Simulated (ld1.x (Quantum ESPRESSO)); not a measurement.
LDA (PZ) ultrasoft dataset for Se (Z = 34), scalar-relativistic all-electron reference.

ld1.x (Quantum ESPRESSO) 7.5 was run on this input:

```
&input
   title='Se', zed=34., rel=1, dft='PZ', iswitch=3,
   config='[Ar] 3d10 4s2 4p4 4d-2',
   nld=3, rlderiv=2.30, eminld=-3.0, emaxld=5.0, deld=0.02
 /
 &inputp
   pseudotype=3, tm=.true., lloc=2,
   nlcc=.false.,
   file_pseudopw='Se.UPF', file_wfcaegen='ae.wfc', file_wfcncgen='nc.wfc', file_beta='beta', file_chi='chi', file_wfcusgen='us.wfc'
 /
5
4S  1  0   2.00   0.00  1.10  1.50  0.0
4S  1  0   0.00   1.75  1.10  1.50  0.0
4P  2  1   4.00   0.00  1.75  2.05  0.0
4P  2  1   0.00  -0.10  1.75  2.05  0.0
4D  3  2  -2.00   0.50  2.10  2.10  0.0
 &test
   configts(1)='4s2 4p4'
 /
```

Command:

```bash
ld1.x < Se.in > Se.out
```

Output (shortened: banner, matrices, multipoles, cross overlaps and the repeated all-electron block are left out):

```
Program LD1 v.7.5
     --------------------------- All-electron run ----------------------------

     Se
     scalar relativistic calculation

     atomic number is 34.00
     dft =PZ   lsd =0 sic =0 latt =0  beta=0.20 tr2=1.0E-14
     Exchange-correlation= PZ
                           (   1   1   0   0   0   0   0)
     mesh =1211 r(mesh) =  99.34906 a.u. xmin = -7.00 dx = 0.01250
     1 Ry =  13.60569312 eV, c = 137.03599908

     n l     nl                  e(Ry)          e(Ha)          e(eV)
     1 0     1S 1( 2.00)      -917.5336      -458.7668    -12483.6809
     2 0     2S 1( 2.00)      -117.9444       -58.9722     -1604.7146
     2 1     2P 1( 6.00)      -103.8482       -51.9241     -1412.9274
     3 0     3S 1( 2.00)       -15.6306        -7.8153      -212.6652
     3 1     3P 1( 6.00)       -11.2234        -5.6117      -152.7024
     3 2     3D 1(10.00)        -3.9239        -1.9619       -53.3868
     4 0     4S 1( 2.00)        -1.2852        -0.6426       -17.4855
     4 1     4P 1( 4.00)        -0.4896        -0.2448        -6.6608

     final scf error:  6.2E-15 reached in  25 iterations

     Etot =   -4853.574020 Ry,   -2426.787010 Ha,  -66036.238660 eV

     Ekin =    4950.988152 Ry,    2475.494076 Ha,   67361.625452 eV
     Encl =  -11707.512851 Ry,   -5853.756426 Ha, -159288.827085 eV
     Eh   =    2072.104553 Ry,    1036.052276 Ha,   28192.418660 eV
     Exc  =    -169.153873 Ry,     -84.576937 Ha,   -2301.455687 eV

     normalization and overlap integrals

     s(1S/1S) =  1.000000  <r> =   0.0441  <r2> =    0.0026  r(max) =   0.0287
     s(2S/2S) =  1.000000  <r> =   0.1962  <r2> =    0.0454  r(max) =   0.1651
     s(2P/2P) =  1.000000  <r> =   0.1713  <r2> =    0.0359  r(max) =   0.1318
     s(3S/3S) =  1.000000  <r> =   0.5752  <r2> =    0.3812  r(max) =   0.5021
     s(3P/3P) =  1.000000  <r> =   0.5904  <r2> =    0.4093  r(max) =   0.5021
     s(3D/3D) =  1.000000  <r> =   0.6311  <r2> =    0.4989  r(max) =   0.4487
     s(4S/4S) =  1.000000  <r> =   1.7891  <r2> =    3.6858  r(max) =   1.5085
     s(4P/4P) =  1.000000  <r> =   2.2974  <r2> =    6.2508  r(max) =   1.7970

     ------------------------ End of All-electron run ------------------------

     --------------------- Generating US pseudopotential ---------------------

      Generating local pot.: lloc=2, matching radius rcloc =   2.1000

      Wfc   4S  rcut= 1.104  Using Troullier-Martins method
      Wfc-us  4S rcutus= 1.490  Estimated cut-off energy=    19.95 Ry

      Wfc   4S  rcut= 1.104  Using Troullier-Martins method
      Wfc-us  4S rcutus= 1.490  Estimated cut-off energy=    25.16 Ry

      Wfc   4P  rcut= 1.731  Using Troullier-Martins method
      Wfc-us  4P rcutus= 2.062  Estimated cut-off energy=    18.01 Ry

      Wfc   4P  rcut= 1.731  Using Troullier-Martins method
      Wfc-us  4P rcutus= 2.062  Estimated cut-off energy=    18.87 Ry

     ------------------- End of pseudopotential generation -------------------

     Computing logarithmic derivative in   2.29311
     Computing logarithmic derivative in   2.29311
     Computing the partial wave expansion
     R is outside the sphere for l=    0 j= 0.00
     R is outside the sphere for l=    0 j= 0.00
     R is outside the sphere for l=    1 j= 0.00
     R is outside the sphere for l=    1 j= 0.00
       no projector for channel:   2

     ---------------------- Testing the pseudopotential ----------------------

     Se
     scalar relativistic calculation

     atomic number is 34.00   valence charge is  6.00
     dft =PZ   lsd =0 sic =0 latt =0  beta=0.20 tr2=1.0E-14
     mesh =1211 r(mesh) =  99.34906 xmin = -7.00 dx = 0.01250

     n l     nl             e AE (Ry)        e PS (Ry)    De AE-PS (Ry)
     1 0     4S   1( 2.00)       -1.28516       -1.28517        0.00000
     2 1     4P   1( 4.00)       -0.48956       -0.48956        0.00000

     eps = 2.1E-15  iter =  3

     Etot =   -4853.574020 Ry,   -2426.787010 Ha,  -66036.238660 eV
     Etotps =   -18.719650 Ry,      -9.359825 Ha,    -254.693814 eV

     Ekin =       6.832813 Ry,       3.416406 Ha,      92.965151 eV
     Encl =     -37.023768 Ry,     -18.511884 Ha,    -503.734023 eV
     Ehrt =      15.339674 Ry,       7.669837 Ha,     208.706900 eV
     Ecxc =      -3.767879 Ry,      -1.883940 Ha,     -51.264607 eV
     Epseu=      -0.100490 Ry,      -0.050245 Ha,      -1.367236 eV

     ---------------------- End of pseudopotential test ----------------------
```

Generation and configuration tests took about 1.9 s on one core of a shared server CPU.
